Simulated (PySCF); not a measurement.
C₄H₅, SMILES C=C[C]=C, multiplicity 2.

Geometry optimised at PBE-D3(BJ)/def2-SVP. The isomer is the one that the SMILES or the coordinates give; other isomers of the formula were not compared. The values are those of a single conformer.

These are PySCF with PBE-D3(BJ)/def2-SVP values and carry that method's errors.

Harmonic, unscaled wavenumbers; measured fundamentals usually lie a few per cent lower.

```csv
mode,ν (cm⁻¹),IR (km/mol),moving atoms (share of kinetic energy)
1,203,1.2,"C 73 %, H 27 %"
2,204,5.3,"C 60 %, H 40 %"
3,466,0.0,H 94 %
4,511,4.1,"H 66 %, C 34 %"
5,550,4.2,"C 77 %, H 23 %"
6,717,37.7,"H 70 %, C 30 %"
7,825,46.4,"H 74 %, C 26 %"
8,887,0.2,"C 53 %, H 47 %"
9,897,17.1,"H 84 %, C 16 %"
10,917,0.1,"H 69 %, C 31 %"
11,1048,0.5,"H 58 %, C 42 %"
12,1181,0.9,"H 52 %, C 48 %"
13,1310,0.0,"H 79 %, C 21 %"
14,1377,1.9,"H 74 %, C 26 %"
15,1445,4.5,"H 51 %, C 49 %"
16,1897,23.4,C 98 %
17,3005,10.2,H 95 %
18,3048,3.0,H 92 %
19,3075,2.3,"H 90 %, C 10 %"
20,3093,3.2,H 95 %
21,3206,3.4,"H 89 %, C 11 %"
```
